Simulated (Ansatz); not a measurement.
Several settings on one geometry of LiPt3 (that of the charge 0 doublet, PBE-D4/def2-TZVP). Ansatz on 4 threads of Arm Neoverse V1 on a shared host; times are rough.

```xyz
4

Li   -0.995   -0.929    0.658
Pt    1.249    0.128    0.911
Pt   -0.660    1.390   -0.193
Pt    0.406   -0.589   -1.376
```

Totals from different functionals, basis sets or treatments of relativity can't be compared as stabilities.

In the def2 sets Pt takes a core potential; there is no spin–orbit coupling.

Q: Give the basis size and estimate the energy, ⟨S²⟩, dipole and time of these runs.

| run | method | charge | state | further keys |
| --- | --- | --- | --- | --- |
| 1 | UKS ωB97X/def2-SVP | 0 | doublet | scf: {omitted_lower_state_checks: [starts]} |
| 2 | UKS SVWN5/def2-TZVPD | 0 | doublet | scf: {omitted_lower_state_checks: [starts]}; forces asked |
| 3 | UKS PBEsol/def2-mTZVPP | 0 | doublet | forces asked |

A: 
```tsv
run	functions	energy (Eh)	⟨S²⟩	dipole (D)	wall time
1	105	-365.6067	0.81	–	20 s
2	146	-365.0225	0.76	3.68	2.9 s
3	119	-365.2025	0.77	3.57	14 s
```
